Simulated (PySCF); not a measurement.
Structure with atom numbers: `[CH3:1][O:2][CH2:3][CH2:4][O:5][C:6](=[O:7])[O:8][CH2:9][F:10]`; H(Xn) means a hydrogen on atom n.

All values are calculated (PySCF 2.14): σ from GIAO-B3LYP/pcSseg-1, geometry: PBE0-D3(BJ)/def2-SVP. Single conformer, no relativistic terms, isolated molecule, averaged over atoms made equivalent by symmetry, fast rotation or ring inversion.

Chemical shifts δ = σref − σ; 13C and 1H vs TMS; 17O against H2O; CFCl3 for 19F, all at this level.

```json
{"atoms": "C6", "nucleus": "13C", "count": "1", "δ (ppm)": "161.7"}
{"atoms": "C3", "nucleus": "13C", "count": "1", "δ (ppm)": "71.0"}
{"atoms": "H(C1)", "nucleus": "1H", "count": "3", "δ (ppm)": "3.41"}
{"atoms": "C9", "nucleus": "13C", "count": "1", "δ (ppm)": "98.8"}
{"atoms": "O2", "nucleus": "17O", "count": "1", "δ (ppm)": "?"}
{"atoms": "H(C3)", "nucleus": "1H", "count": "2", "δ (ppm)": "?"}
{"atoms": "C4", "nucleus": "13C", "count": "1", "δ (ppm)": "67.7"}
{"atoms": "O5", "nucleus": "17O", "count": "1", "δ (ppm)": "167.6"}
{"atoms": "O8", "nucleus": "17O", "count": "1", "δ (ppm)": "205.1"}
{"atoms": "O7", "nucleus": "17O", "count": "1", "δ (ppm)": "?"}
{"atoms": "H(C9)", "nucleus": "1H", "count": "2", "δ (ppm)": "5.74"}
{"atoms": "H(C4)", "nucleus": "1H", "count": "2", "δ (ppm)": "4.11"}
{"atoms": "F10", "nucleus": "19F", "count": "1", "δ (ppm)": "-168.4"}
{"atoms": "C1", "nucleus": "13C", "count": "1", "δ (ppm)": "?"}
```

Task: Complete the table.

Result: 
- C1: 60.6 ppm, methyl carbon bonded to O; deshielded by the electronegative neighbour
- H(C3): 3.41 ppm, hydrogen on an sp3 CH2 bonded to O; its carbon carries O, an electronegative neighbour
- O7: 304.0 ppm, ester carbonyl oxygen
- O2: 17.9 ppm, ether oxygen

Shifts are as computed. Against solution values, carbons near 30 ppm lie about +2 ppm off and those near 130 ppm about +6 ppm. Of 1211 compounds with measured shifts, 218 miss one by over three times the rms of a fit or turn the order of signals round; such compounds aren't used in these exercises. Unscaled 19F shifts against computed CFCl3 carry errors that often reach 10 to 50 ppm. Unscaled 17O shifts of doubly bonded oxygen tend to come out too high, by tens of ppm or more. Experimental scales use liquid or dissolved standards, which lie at an offset from isolated H2O (liquid H2O: subtract about 36 ppm).
